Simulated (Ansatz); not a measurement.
PBE exchange is replaced step by step with exact exchange (0 % is PBE, 25 % PBE0; no dispersion term), basis def2-TZVP, Ansatz. System: Pd(PH3)2 (P₂PdH₆). Total charge 0; singlet. Geometry: PBE0-D4/def2-SVP.

Geometry of the singlet:

Cartesian coordinates in Å:
```
Pd -0.022 0.010 0.008
P -0.997 -0.663 -1.919
H -1.103 -2.046 -2.239
H -0.473 -0.261 -3.180
H -2.352 -0.340 -2.214
P 0.989 0.667 1.922
H 0.442 0.337 3.194
H 1.199 2.045 2.207
H 2.317 0.251 2.221
```

In the def2 sets Pd takes a core potential; there is no spin–orbit coupling.

```csv
exact exchange (%),HOMO (eV),LUMO (eV),gap (eV)
0,-4.49,-1.25,3.24
5,-4.68,-1.09,3.59
15,-5.06,-0.77,4.28
25,-5.45,-0.46,4.98
35,-5.84,-0.16,5.68
50,-6.44,0.29,6.73
```

Task: Estimate the row for 10 %.

Result: 
```json
{"exact exchange (%)": "10", "HOMO (eV)": "-4.87", "LUMO (eV)": "-0.93", "gap (eV)": "3.94"}
```
